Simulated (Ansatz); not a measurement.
Geometry optimisation of the cluster Nb3Si3.

```yaml
crystal:
  periodic: [false, false, false]
  atoms:
    - {symbol: Nb, position_ang: [0.167737, -0.228830, -1.428249]}
    - {symbol: Nb, position_ang: [-1.051769, 1.527349, -0.124496]}
    - {symbol: Nb, position_ang: [-1.654834, -0.827645, 0.178985]}
    - {symbol: Si, position_ang: [0.489408, -2.134994, 0.285753]}
    - {symbol: Si, position_ang: [0.592146, 0.016986, 1.295869]}
    - {symbol: Si, position_ang: [1.457321, 1.647144, -0.207861]}
basis:
  gaussian: {orbitals: def2-SVP}
magnetization: {spin_polarized: true, initial_magnetization: 3}
hamiltonian: {xc: pbe, dispersion: d4}
scf: {lower_state_search: "off"}
output: {orbitals: {seedname: orbitals}}
relax: {f_tol: 0.02, max_steps: 100}
```

```sh
$ ansatz run in.yaml --threads 4 --pin off --events-out ev --progress --plain --max-ram 4787MiB
```

Shortened log:

```
Functional definition: PBE
mean field -28264.27221017 eV, -1038.6928455119 hartree, gradient 1.9e-6 eV, S^2 3.777413; 0 other end points of the search recorded, 0 dependent functions left out
relax step   1: F+E_penalty+E_count = -28264.66914134 eV  Δ(F+E_penalty+E_count) = +0.000e0 eV  max|allowed force component| = 9.588e-1 eV/Å  Δτ_max = 0.0000 Å  (113 SCF iters, accepted)
mean field -28264.37994929 eV, -1038.6968048518 hartree, gradient 2.8e-6 eV, S^2 3.776647; 0 other end points of the search recorded, 0 dependent functions left out
relax step   2: F+E_penalty+E_count = -28264.77641559 eV  Δ(F+E_penalty+E_count) = -1.073e-1 eV  max|allowed force component| = 2.318e-1 eV/Å  Δτ_max = 0.0948 Å  (57 SCF iters, accepted)
mean field -28264.39700925 eV, -1038.6974317936 hartree, gradient 3.8e-6 eV, S^2 3.773576; 0 other end points of the search recorded, 0 dependent functions left out
relax step   3: F+E_penalty+E_count = -28264.79274580 eV  Δ(F+E_penalty+E_count) = -1.633e-2 eV  max|allowed force component| = 2.020e-1 eV/Å  Δτ_max = 0.0304 Å  (43 SCF iters, accepted)
mean field -28264.40653239 eV, -1038.6977817626 hartree, gradient 2.7e-6 eV, S^2 3.769193; 0 other end points of the search recorded, 0 dependent functions left out
relax step   4: F+E_penalty+E_count = -28264.80155972 eV  Δ(F+E_penalty+E_count) = -8.814e-3 eV  max|allowed force component| = 1.565e-1 eV/Å  Δτ_max = 0.0366 Å  (49 SCF iters, accepted)
mean field -28264.41164609 eV, -1038.6979696876 hartree, gradient 1.6e-6 eV, S^2 3.768821; 0 other end points of the search recorded, 0 dependent functions left out
relax step   5: F+E_penalty+E_count = -28264.80645871 eV  Δ(F+E_penalty+E_count) = -4.899e-3 eV  max|allowed force component| = 9.957e-2 eV/Å  Δτ_max = 0.0157 Å  (41 SCF iters, accepted)
mean field -28264.41561642 eV, -1038.6981155944 hartree, gradient 3.0e-6 eV, S^2 3.767796; 0 other end points of the search recorded, 0 dependent functions left out
relax step   6: F+E_penalty+E_count = -28264.81054208 eV  Δ(F+E_penalty+E_count) = -4.083e-3 eV  max|allowed force component| = 6.808e-2 eV/Å  Δτ_max = 0.0427 Å  (45 SCF iters, accepted)
mean field -28264.41660742 eV, -1038.6981520129 hartree, gradient 1.7e-6 eV, S^2 3.768102; 0 other end points of the search recorded, 0 dependent functions left out
relax step   7: F+E_penalty+E_count = -28264.81161678 eV  Δ(F+E_penalty+E_count) = -1.075e-3 eV  max|allowed force component| = 1.618e-2 eV/Å  Δτ_max = 0.0120 Å  (41 SCF iters, accepted)
Total energy: -28264.81165938 eV, -1038.7126699047 hartree
Atom 0 at     0.320733    -0.264983    -1.404599 Å, force     0.004872    -0.001793     0.001901 eV/Å
Atom 1 at    -1.104411     1.515235    -0.076447 Å, force    -0.016184    -0.002829     0.001474 eV/Å
Atom 2 at    -1.693077    -0.781582     0.222535 Å, force    -0.004009     0.011783    -0.001034 eV/Å
Atom 3 at     0.438929    -2.171389     0.271517 Å, force     0.007806     0.002810    -0.005966 eV/Å
Atom 4 at     0.608771     0.003364     1.221121 Å, force     0.003561     0.003029     0.005183 eV/Å
Atom 5 at     1.429064     1.699364    -0.234125 Å, force     0.003954    -0.013000    -0.001558 eV/Å
Dipole moment:    -0.767645     0.117098    -0.607297 e Å
Checks for a lower state left out: stability, starts, cluster_reference, orbital_swaps, neighbouring_geometries, increment
```

Hardware: 4 threads of Arm Neoverse V2 on a shared host. Wall time 38 s.

In the def2 sets Nb takes a core potential; there is no spin–orbit coupling. The relaxation made no stability test and no search for a lower SCF solution. At PBE-D4/def2-SVP a doublet of charge 0 lies 0.76 eV below the quartet, each at its own geometry. Another isomer (doublet) lies 0.09 eV lower at PBE0-D4/def2-TZVP.
